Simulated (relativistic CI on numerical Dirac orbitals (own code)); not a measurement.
# What each ingredient does to the levels of Zr³⁶⁺

Base calculation: Dirac-Coulomb-Breit CI, orbitals from a KLI potential per configuration, QED by a radiative potential, unscaled Slater integrals.

CI space (outside the closed core 1s2): 2s2, 2s 2p, 2p2, 2p 3s, 2p 3p, 2s 3s, 2s 3p, 2s 3d, 2s 4s, 2s 4p, 2s 4d, 2s 4f, 3s2, 3s 3p, 3p2. Levels of other configurations are missing.

The lowest level and the first level of each name with at least 55 % of one term (blank where a level has no safe partner in the second run):

```
      Level  Base (eV)  Shift (eV)
   2s2 1S_0       0.00        0.00
2s 2p 3P°_0      71.06       -4.07
2s 2p 3P°_1      84.55      -17.56
2s 2p 3P°_2     170.41     -103.42
   2p2 3P_0     204.44      -31.90
2s 2p 1P°_1     220.42      -91.21
   2p2 3P_1     285.42     -112.88
   2p2 1D_2     297.25            
   2p2 3P_2     392.41            
   2p2 1S_0     430.59     -191.21
 2s 3s 3S_1    2814.57      -79.04
 2s 3s 1S_0    2829.12      -80.47
2s 3p 3P°_0    2849.74      -80.78
2s 3p 3P°_1    2850.36
```

At this charge energies of transitions that change n are usually good to better than 1 %, and those within a shell (Δn = 0) to a few per cent.

(1) One thing was changed in a second run, which moved the levels as shown. Which?
A. configuration mixing switched off
B. QED terms removed
C. non-relativistic limit
D. Breit term removed

Answers

(1) C. Non-relativistic limit. Without relativity the fine structure collapses and s electrons lose their extra binding.

LS names give the leading component of a level, which can be under half, so a name can repeat, a term be missing and a line seem to break the LS rules.
